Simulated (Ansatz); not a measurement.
Two members of one family (1-ethyl-3-methylimidazolium salts), computed with Ansatz in the gas phase; def2 core potentials for Sb, no spin–orbit coupling. The two geometries come from different levels. Binding counts from free atoms in the multiplicity of their measured ground term, without zero-point energy. A dash marks a value that wasn't run or was left out as unsound. The structures are stationary points that may keep the symmetry of their start. Remarks come from the PBE and PBE0 runs and from stability tests at other levels; not every state was tested. HOMO above LUMO (over both spins in singlets and doublets, within one spin in higher multiplets; at PBE or PBE0), or a gap under 0.15 eV within one spin, warns that the state may not be the lowest or that an electron is smeared out.

First: 1-ethyl-3-methylimidazolium trifluoroacetate (singlet, charge 0, PBE0-D4/def2-SVP geometry).

Cartesian coordinates in Å:
```
C 3.268 0.085 -0.603
C 2.161 -0.918 -0.341
N 1.315 -0.533 0.785
C 1.616 -0.613 2.126
C 0.535 -0.120 2.795
N -0.393 0.247 1.846
C -1.712 0.813 2.084
C 0.098 -0.005 0.633
H 3.870 -0.245 -1.463
H 3.941 0.190 0.262
H 2.850 1.073 -0.843
H 1.490 -0.999 -1.209
H 2.564 -1.920 -0.130
H 2.555 -1.016 2.495
H 0.349 -0.012 3.861
H -2.254 0.805 1.120
H -1.615 1.838 2.467
H -2.244 0.195 2.818
H -0.389 0.143 -0.392
O -2.778 0.466 -0.782
C -2.115 0.238 -1.798
O -0.875 0.096 -1.918
C -2.887 0.088 -3.132
F -2.440 0.962 -4.043
F -2.715 -1.141 -3.640
F -4.196 0.284 -2.997
```

| level | HOMO (eV) | LUMO (eV) | gap (eV) | vertical IE (eV) | binding per atom (eV) |
| --- | --- | --- | --- | --- | --- |
| PBE-D4/def2-SVP | -4.52 | -1.63 | 2.89 | 7.94 | 4.72 |
| PBE-D4/def2-TZVP | -4.95 | -1.79 | 3.16 | – | 4.64 |
| r2SCAN-D4/def2-TZVP | -5.30 | -1.61 | 3.70 | – | 4.47 |
| PBE0-D4/def2-SVP | -6.35 | -0.65 | 5.70 | 8.59 | 4.57 |
| PBE0-D4/def2-TZVP | -6.64 | -0.79 | 5.85 | – | 4.50 |

Remarks: gap within one spin near zero at PBE or PBE0 (+1 doublet).

Second: 1-ethyl-3-methylimidazolium hexafluoroantimonate (singlet, charge 0, PBE-D4/def2-SVP geometry).

Cartesian coordinates in Å:
```
C 0.7657 -2.3933 2.2592
C 0.6481 -0.8889 2.0353
N 1.0884 -0.4820 0.6919
C 2.3719 -0.1304 0.3064
C 2.3113 0.2054 -1.0257
N 0.9961 0.0391 -1.4257
C 0.4226 0.4276 -2.7126
C 0.2746 -0.3754 -0.3720
H 0.4228 -2.6425 3.2830
H 1.8119 -2.7475 2.1532
H 0.1320 -2.9555 1.5450
H -0.3963 -0.5297 2.1323
H 1.2648 -0.3186 2.7579
H 3.2116 -0.1368 1.0068
H 3.0871 0.5609 -1.7105
H 0.4970 1.5262 -2.8197
H -0.6491 0.1593 -2.7057
H 0.9600 -0.0847 -3.5342
H -0.8121 -0.5376 -0.3821
F -4.4748 1.0470 0.1449
Sb -2.6818 1.6659 -0.2034
F -3.2340 2.7161 -1.7275
F -2.3782 0.1018 -1.3984
F -2.8377 3.1377 1.0340
F -0.8069 2.1468 -0.5630
F -1.9950 0.4892 1.2308
```

Question: Estimate the same table for the second.

Answer: 
```csv
level,HOMO (eV),LUMO (eV),gap (eV),vertical IE (eV),binding per atom (eV)
PBE-D4/def2-SVP,-7.35,-2.59,4.76,9.74,4.33
PBE-D4/def2-TZVP,-7.45,-2.91,4.54,–,4.30
r2SCAN-D4/def2-TZVP,-7.65,-2.71,4.93,–,4.16
PBE0-D4/def2-SVP,-8.55,-1.80,6.75,10.47,4.18
PBE0-D4/def2-TZVP,-8.55,-1.97,6.58,–,4.15
```

Remarks: gap within one spin near zero at PBE or PBE0 (+1 doublet).
